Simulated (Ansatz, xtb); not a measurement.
Worked example: SiH3F + CH2ClI → SiH3I + CH2ClF

Species: SiH3F `F[SiH3]`, singlet; CH2ClI `ClCI`, singlet; SiH3I `[SiH3]I`, singlet; CH2ClF (chlorofluoromethane) `FCCl`, singlet. The partners trade F for I: Si–F and C–I bonds give way to Si–I and C–F.

Shapes, held fixed at every level: PBE0-D4/def2-TZVP. Programs: Ansatz 0.2.0, xtb 6.7.1. The zero-point and thermal change to 298 K, harmonic and unscaled (PBE0-D4/def2-TZVP), is +1.8 kJ/mol.

At CCSD(T)/def2-TZVPP; 1 Eh = 2625.50 kJ/mol:

| species | energy (Eh) |
| --- | --- |
| SiH3F | -390.646953 |
| CH2ClI | -796.094860 |
| SiH3I | -588.021398 |
| CH2ClF | -598.693144 |

Q: Work out ΔH(298 K) of the reaction at this level.

A: 
1. Products less reactants: (-588.021398) + (-598.693144) − [(-390.646953) + (-796.094860)] = 0.027271 Eh = +71.6 kJ/mol.
2. With the thermal change: +71.6 + (+1.8) = +73.4 kJ/mol.

Other levels give +52.2 (SPW92/def2-TZVPP) to +66.5 kJ/mol (BHLYP-D4/def2-TZVPP). No measured value is set beside it here. For atoms past krypton def2 sets carry core potentials with scalar relativity. Correlated rows may include outer-core shells of I, which these sets cover unevenly.
